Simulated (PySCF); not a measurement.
Zn(F)(OSiH3) (FH₃OSiZn), SMILES [F][Zn][O][SiH3].

Geometry optimised at r2SCAN-D4/def2-SVP. The structure was generated by enumeration; whether it is a known compound was not checked. The values are those of a single conformer.

Method: PBE0/def2-TZVP (PySCF).

Symmetry labels are those of the subgroup Cs that the program uses (full group Cs).

Computed valence orbital energies around the gap with their symmetry:
```json
[
 {"orbital": "HOMO−7", "symmetry": "A'", "energy (eV)": "-11.71"},
 {"orbital": "HOMO−6", "symmetry": "A'", "energy (eV)": "-11.50"},
 {"orbital": "HOMO−5", "symmetry": "A'", "energy (eV)": "-10.93"},
 {"orbital": "HOMO−4", "symmetry": "A\"", "energy (eV)": "-10.90"},
 {"orbital": "HOMO−3", "symmetry": "A'", "energy (eV)": "-10.44"},
 {"orbital": "HOMO−2", "symmetry": "A\"", "energy (eV)": "-10.43"},
 {"orbital": "HOMO−1", "symmetry": "A'", "energy (eV)": "-8.79"},
 {"orbital": "HOMO", "symmetry": "A\"", "energy (eV)": "-8.63"},
 {"orbital": "LUMO", "symmetry": "A'", "energy (eV)": "-1.68"},
 {"orbital": "LUMO+1", "symmetry": "A'", "energy (eV)": "-0.05"},
 {"orbital": "LUMO+2", "symmetry": "A\"", "energy (eV)": "0.03"},
 {"orbital": "LUMO+3", "symmetry": "A'", "energy (eV)": "0.84"}
]
```
